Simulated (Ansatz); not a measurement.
One change: `C[O][In]([OH])[SH]` becomes `[OH][In]([SH])[O][SiH3]`.

Ansatz, PBE0-D4/def2-TZVP geometries, multiplicity 1. Each molecule was computed in one conformer, which needn't be the lowest.

Elements past krypton have def2 core potentials.

```
                               property  `C[O][In]([OH])[SH]`
  HOMO energy (ωB97M-V/def2-TZVPP) / eV                 -9.89
HOMO–LUMO gap (ωB97M-V/def2-TZVPP) / eV                  9.98
      HOMO energy (PBE/def2-TZVPP) / eV                 -6.09
  HOMO–LUMO gap (B3LYP/def2-TZVPP) / eV                  5.24
    HOMO–LUMO gap (PBE/def2-TZVPP) / eV                  3.43
   HOMO–LUMO gap (PBE0/def2-TZVPP) / eV                  5.80
```

Q: Give the same properties after the change, and the shifts. (Estimate.)

A: Computed: 
```tsv
property	`[OH][In]([SH])[O][SiH3]`	shift
HOMO energy (ωB97M-V/def2-TZVPP) / eV	-10.26	-0.37
HOMO–LUMO gap (ωB97M-V/def2-TZVPP) / eV	10.08	0.10
HOMO energy (PBE/def2-TZVPP) / eV	-6.77	-0.68
HOMO–LUMO gap (B3LYP/def2-TZVPP) / eV	5.44	0.20
HOMO–LUMO gap (PBE/def2-TZVPP) / eV	3.84	0.41
HOMO–LUMO gap (PBE0/def2-TZVPP) / eV	6.01	0.21
```

With PBE0 the HOMO falls by 0.47 eV and the LUMO falls by 0.26 eV, so the gap widens by about 0.21 eV. PBE moves the HOMO by -0.68 eV and ωB97M-V by -0.37 eV.

B3LYP here is the variant with VWN-RPA as its local correlation; programs differ in this.
